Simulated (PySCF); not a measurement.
BH6N, SMILES [NH3+][BH3-] (connectivity only; charge and spin as stated), charge +1, multiplicity 2.

Geometry: B3LYP-D3(BJ)/def2-TZVP. The multiplicity is an assumed one; other spin states were not compared.

Two levels are set side by side: PBE/def2-TZVPD (PySCF) and B3LYP/def2-TZVPD (PySCF). Same geometry, gas phase. Differences are taken from unrounded values.

```tsv
quantity	B3LYP
α-spin orbital gap (eV)	7.76
β-spin orbital gap (eV)	6.15
mean polarisability (bohr³)	24.4
```

### Question
What does PBE give, and how far is it from B3LYP? (An estimate is asked for; the answer gives what the named calculation found.)

### Answer

| quantity | PBE | PBE minus B3LYP |
|---|---|---|
| α-spin orbital gap (eV) | 6.27 | -1.48 |
| β-spin orbital gap (eV) | 4.11 | -2.04 |
| mean polarisability (bohr³) | 24.8 | 0.4 |

Rough cost on one machine, each run with all the roots and properties that it gave: B3LYP against PBE within a factor of 2.
